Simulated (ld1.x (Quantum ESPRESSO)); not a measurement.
Building the TM potential for indium (LDA (PZ), fully relativistic).

```
Element                 : In (Z = 49)
Generator               : ld1.x (Quantum ESPRESSO) 7.5
Type                    : norm-conserving Troullier–Martins (Kleinman–Bylander form)
Functional              : LDA (PZ)
Relativity              : fully relativistic
Frozen core             : [Kr]
Valence charge          : 13
Reference configuration : 4d10 5s2 5p1
Partial waves           : 5s (bound): rc 2.10 bohr; 5p (bound): rc 1.95 bohr; 4f channel at -0.2 Ry: rc 1.80 bohr; 4d (bound): rc 1.20 bohr
Local potential         : the d channel
Core correction         : none
```

Open shells are filled in proportion to 2j + 1 (rel_dist='average').

* Cutoffs needed: 90 Ry and 140 Ry (the cutoffs (Ry, on a coarse ladder) from which the occupation-weighted sum of valence levels, in a spherical-Bessel basis at the reference potential, stays within 10 and 1 mRy of its value at 400 Ry)
* Ghost test: ghost states, extra bound levels that the all-electron valence spectrum of the same l lacks: s at -180.1 eV, p3/2 at -46.9 eV, p1/2 at -46.4 eV; a true bound ghost makes a file unfit for plane-wave use (spherical-Bessel basis up to 400 Ry, 20 bohr box)
* Largest excitation error: +138 meV (all-electron minus pseudo) for 4d9 5s0 5p0, out of 7 test configurations
